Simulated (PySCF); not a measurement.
**How methods differ on the fine-structure interval of Yb³⁹⁺**

Yb³⁹⁺ [Ar] 3d10 4s2 4p1 [4p1/2^1, M_J = 1/2] → Yb³⁹⁺ [Ar] 3d10 4s2 4p1 [4p3/2^1, M_J = 3/2], as a difference of total energies. Computed with PySCF 2.14 in an uncontracted even-tempered set (16 s from 4.6 bohr⁻², ratio 2.8; 13 p from 5.9 bohr⁻², ratio 2.8; 8 d from 11 bohr⁻², ratio 2.8; 4 f from 25 bohr⁻², ratio 3), with the two-component X2C-1e Hamiltonian. Correlated levels: [Ne] frozen; the 72 highest virtual spinors dropped. "Screened" scales the spin-orbit matrix elements by Boettger's factors to mimic the two-electron term; Breit and QED terms are absent.

```json
{"method": "GHF (screened spin-orbit)", "fine-structure interval (cm⁻¹)": "589410"}
{"method": "GMP2 (screened spin-orbit)", "fine-structure interval (cm⁻¹)": "587210"}
{"method": "GHF (bare spin-orbit)", "fine-structure interval (cm⁻¹)": "608370"}
```
